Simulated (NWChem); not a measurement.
Species: C$_{4}$H$_{4}$ClF; SMILES C(=C/C=C)(/F)Cl

```xyz
10

C      0.4813    -3.1083     0.0000
C     -0.1860    -1.9306     0.0000
C      0.4590    -0.6310     0.0000
C     -0.2184     0.5416     0.0000
F     -1.5522     0.6036     0.0000
Cl     0.5195     2.1023     0.0000
H      1.5829    -3.1447     0.0000
H     -0.0551    -4.0684     0.0000
H     -1.2889    -1.9327     0.0000
H      1.5574    -0.5735     0.0000
```
Atoms are numbered in this order, from 1.

Structure relaxed at the PBE-D3(BJ)/def2-SVP level.

**Question.** Give the principal values of the shielding tensors (ppm) of C1, C2, C3, C4, F5 from PBE0/6-31G* (spherical d), GIAO (NWChem), with their diamagnetic and paramagnetic parts as GIAO splits them.

**Answer.** 
```csv
atom,σ11,σ22,σ33,isotropic,diamagnetic,paramagnetic
C1,-15.4,83.9,167.2,78.6,258.4,-179.8
C2,-36.9,71.7,173.3,69.3,254.6,-185.2
C3,7.8,107.0,141.9,85.6,258.0,-172.4
C4,-22.8,64.6,87.0,42.9,255.0,-212.1
F5,194.5,271.9,301.0,255.8,474.4,-218.6
```
